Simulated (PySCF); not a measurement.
Te(SH)(GeH3) (GeH₄STe), SMILES S[Te][GeH3].

Coordinates come from a B3LYP-D3(BJ)/def2-SVP optimisation. The structure was generated by enumeration, and PubChem lists no compound with its InChIKey, so it may never have been made. The def2 effective core potentials stand for the cores of Te; spin–orbit coupling is left out. Other conformers were not sampled.

All values below come from TDA-ωB97X/def2-SVPD (PySCF).

Vertical excitations. Isolated molecule, no solvent.

Computed UV-visible absorptions:
```
state  energy (eV)  λ (nm)      f                                                               main pairs
-----  -----------  ------  -----  -----------------------------------------------------------------------
S1            3.10     399  0.001                                                           HOMO→LUMO 96 %
S2            3.90     318  0.004                                                         HOMO−1→LUMO 94 %
S3            4.60     269  0.009                                                         HOMO→LUMO+1 91 %
S4            5.76     215  0.030                                       HOMO−2→LUMO 63 %, HOMO−3→LUMO 18 %
S5            5.96     208  0.074                                   HOMO−1→LUMO+1 60 %, HOMO−1→LUMO+2 14 %
S6            6.03     206  0.066                                                         HOMO→LUMO+2 84 %
S7            6.28     197  0.084                HOMO−1→LUMO+2 43 %, HOMO−1→LUMO+1 18 %, HOMO−1→LUMO+8 9 %
S8            6.75     184  0.045  HOMO→LUMO+3 30 %, HOMO−3→LUMO 24 %, HOMO→LUMO+6 16 %, HOMO−2→LUMO+1 6 %
S9            6.88     180  0.153                     HOMO→LUMO+3 44 %, HOMO−3→LUMO 19 %, HOMO→LUMO+7 10 %
S10           7.01     177  0.071                                                         HOMO→LUMO+4 65 %
T1            2.49     497      0                                                           HOMO→LUMO 95 %
T2            3.33     372      0                                                         HOMO−1→LUMO 93 %
T3            4.10     303      0                                                         HOMO→LUMO+1 89 %
T4            4.76     260      0                                                         HOMO−2→LUMO 75 %
```
Triplets are in the Tamm–Dancoff approximation.
